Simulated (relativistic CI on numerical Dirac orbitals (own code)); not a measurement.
# Tl XXXI: q coefficients and field-shift factors

Computed by Dirac-Coulomb-Breit CI, KLI orbitals optimised for each configuration, derivatives by finite differences, unscaled Slater integrals, QED left out (own radial code, finite nucleus).

Configurations in the expansion (outside the closed core [Ar] 3d10 4p6 4d10): 4s²4f⁵, 4s²4f⁴5s, 4s²4f³5s², 4s4f⁴5s². Levels of other configurations are missing.

With x = (α/α₀)² − 1 an excitation energy changes as ω = ω₀ + qx; K = 2q/ω₀ is the relative enhancement. Terms are leading LS components, so labels can repeat. The field-shift factor is F = δν/δ⟨r²⟩ for the transition from the lowest level.

Lowest level 4s²4f⁵ ⁶H°5/2.

```tsv
Level	ω₀ (cm⁻¹)	q (cm⁻¹)	K	F (GHz/fm²)
4s²4f⁵ ⁶H°7/2	24043.8	37730	3.14	2.09
4s²4f⁵ ⁶F°5/2	38615.2	27960	1.45	1.81
4s²4f⁵ ⁶F°3/2	41356.3	34270	1.66	2.14
4s²4f⁵ ⁶H°9/2	42364.2	56640	2.67	3.22
4s²4f⁵ ⁶F°1/2	45364.8	42590	1.88	2.58
4s²4f⁵ ⁶H°11/2	55255.1	61010	2.21	3.61
4s²4f⁵ ⁶F°7/2	58835.7	53870	1.83	3.3
4s²4f⁵ ⁴I°15/2	61874.0	31660	1.02	2.34
4s²4f⁵ ⁶H°13/2	63754.0	56270	1.77	3.51
4s²4f⁵ ⁶F°9/2	74643.7	62060	1.66	3.89
4s²4f⁵ ⁶F°5/2	80283.9	66080	1.65	4.14
4s²4f⁵ ⁶H°15/2	84900.2	73720	1.74	4.61
4s²4f⁵ ⁶F°11/2	87619.1	63630	1.45	4.14
```

At this charge energies of transitions that change n are usually good to better than 1 %, and those within a shell (Δn = 0) to a few per cent. Terms inside the open d or f shell come out 10 to 20 % too wide with unscaled integrals.
